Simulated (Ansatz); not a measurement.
Reactions of C5H7F, SMILES `CC1(C)C=C1F`.

Computed with Ansatz on PBE0-D4/def2-TZVP structures; ΔE is electronic, products minus reactants. CBS: MP2 limit from def2 TZ/QZ plus the TZ coupled-cluster correction, frozen cores. Functionals use def2-TZVPP. Elements past krypton have def2 core potentials. For In, Mg outer-core shells are correlated without core-valence functions, which leaves a few kJ/mol of doubt a bond. Each species was taken in one conformer, which may not be the lowest.

```tsv
reaction	CCSD(T)/CBS(def2) (kJ/mol)
`CC1(C)C=C1F` + `[OH][In]([OH])[SH]` → `C[O][In]([OH])[SH]` + `CC1C=C1F`	75
`CC1(C)C=C1F` + `Cc1ccccc1O` → `Cc1cccc(O)c1C` + `CC1C=C1F`	6
`CC1(C)C=C1F` + `FB(S)Cl` → `CSB(F)Cl` + `CC1C=C1F`	17
`CC1(C)C=C1F` + `[OH][Mg][O][SiH3]` → `C[O][Mg][O][SiH3]` + `CC1C=C1F`	?
```

(1) Fill in the missing values. (Best estimate.)

Largest T1 diagnostic: 0.016, for `[OH][In]([OH])[SH]`.

Results:

(1) The calculation gave: `CC1(C)C=C1F` + `[OH][Mg][O][SiH3]` → `C[O][Mg][O][SiH3]` + `CC1C=C1F`: +69.7 kJ/mol.
